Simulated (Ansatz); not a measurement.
`[SiH3]CCBr` + H₂ → `CBr` + `C[SiH3]` at 600 K and 1 bar (hydrogenolysis of a C–C bond).

Calculated with Ansatz (gas phase, PBE0-D4/def2-TZVP geometries, no zero-point term in ΔE). CCSD(T)/CBS is the MP2 limit (def2-TZVPP, def2-QZVPP) plus CCSD(T) − MP2 in def2-TZVPP, frozen cores. This one scheme is used for every species. For Br outer-core shells are correlated without core-valence functions, which leaves a few kJ/mol of doubt a bond. Scalar relativity is left out up to krypton. Each species was taken in one conformer, which may not be the lowest.

| species | CCSD(T)/CBS energy (Eh) | H − E (kJ/mol) | S (J/(mol·K)) |
| --- | --- | --- | --- |
| `[SiH3]CCBr` | -2942.71474 | 271.0 | 430.2 |
| H₂ | -1.17544 | 43.9 | 150.8 |
| `CBr` | -2613.17401 | 124.2 | 281.5 |
| `C[SiH3]` | -330.73916 | 199.7 | 315.0 |

H − E and S are ideal-gas, rigid-rotor, harmonic terms from PBE0-D4/def2-TZVP, for one conformer and one mirror image of each species. The MP2-based limit puts H₂ 0.8 mEh under its directly extrapolated value; such offsets cancel only in part. 1 Eh = 2625.50 kJ/mol, R = 8.31446 J/(mol·K).

Q: By hand: ΔE, ΔH, ΔS and ΔG.

A: ΔE = (-2613.17401) + (-330.73916) − (-2942.71474) − (-1.17544) = -0.02299 Eh = -60.4 kJ/mol. Δ(H − E) = 124.2 + 199.7 − 271.0 − 43.9 = 9.0, so ΔH = -51.4 kJ/mol. ΔS = 281.5 + 315.0 − 430.2 − 150.8 = 15.5 J/(mol·K). ΔG = -51.4 − 600 × (15.5)/1000 = -60.7 kJ/mol.

Q: By hand: the equilibrium constant, and the temperature at which ΔG would vanish if ΔH and ΔS stayed fixed.

A: log₁₀ K = −ΔG/(RT ln 10) = 5.3. ΔH and −TΔS have one sign here, so there is no such temperature.

ΔH outweighs TΔS. A doubt of 5 kJ/mol in ΔE shifts log₁₀ K by 0.4 here. Other conformers and mirror images would add mixing entropy, several J/(mol·K) or more a flexible species. These are equilibria of isolated gas molecules and say nothing of rates. Largest T1 diagnostic: 0.010 (customary marks: 0.02 for closed shells, 0.045 for open ones).
